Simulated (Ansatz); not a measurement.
Consider the redistribution: `FB[SiH3]` + `[Br][Al]1[O][SiH2]1` → `FB([SiH3])Br` + `[O]1[AlH][SiH2]1`.

Gas-phase electronic energies from Ansatz, PBE0-D4/def2-TZVP geometries. CCSD(T)/CBS is the MP2 limit (def2-TZVPP, def2-QZVPP) plus CCSD(T) − MP2 in def2-TZVPP, frozen cores. DFT in def2-TZVPP. For Br outer-core shells are correlated without core-valence functions, which leaves a few kJ/mol of doubt a bond. Scalar relativity is left out up to krypton.

```csv
level,ΔE (kJ/mol)
r2SCAN0,68.6
BHLYP,75.1
```

**Question.** What does CCSD(T)/CBS give? (An estimate is asked.)

**Answer.** The calculation gave: +67.3 kJ/mol. The listed levels differ from it by 1.3, 7.8 kJ/mol.

Largest T1 diagnostic among the species: 0.016.

From PBE to PBE0 (25 % exact exchange), in def2-TZVPP and without D4, ΔE moves by +5.9 kJ/mol. The D4 term adds −3.2 kJ/mol with B3LYP and −1.5 kJ/mol with PBE0; it sums over pairs of atoms, weighted by their polarisabilities, and B3LYP, whose exchange is more repulsive, gets the larger term.

B3LYP here is the variant with VWN-RPA as its local correlation; programs differ in this.
